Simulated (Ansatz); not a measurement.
## Worked example: vertical ionisation energy of CaO (Calcium monoxide)

CaO: 2 atoms, total charge 0, spin state singlet. As SMILES, `[O]=[Ca]`. The shape comes from GFN2-xTB, which is rough for such elements, and wasn't checked as a minimum.

```xyz
2

O     0.0000    0.0000    0.0000
Ca    0.0000    0.0000    1.8457
```

Both states at this one shape; open shells run unrestricted unless said. 1 Eh = 27.2114 eV.

```
        level  program  singlet CaO (Eh)  doublet CaO+ (Eh)
   PBE/STO-3G   Ansatz       -744.413709        -744.224975
revPBE/STO-3G   Ansatz       -744.605559        -744.421953
 wB97X/STO-3G   Ansatz       -744.682486        -744.530808
```

**Question.** Work out the vertical ionisation energy at each level.

**Answer.** 
1. PBE/STO-3G: -744.224975 − (-744.413709) = 0.188734 Eh = 5.14 eV.
2. revPBE/STO-3G: -744.421953 − (-744.605559) = 0.183606 Eh = 5.00 eV.
3. wB97X/STO-3G: -744.530808 − (-744.682486) = 0.151678 Eh = 4.13 eV.

No measured value is set beside it here; the levels span 4.13 to 5.14 eV. Minimal sets are far from the basis-set limit. The reference of the second state is spin-contaminated at PBE/STO-3G (⟨S²⟩ = 0.96). The reference of the second state is spin-contaminated at revPBE/STO-3G (⟨S²⟩ = 0.97).
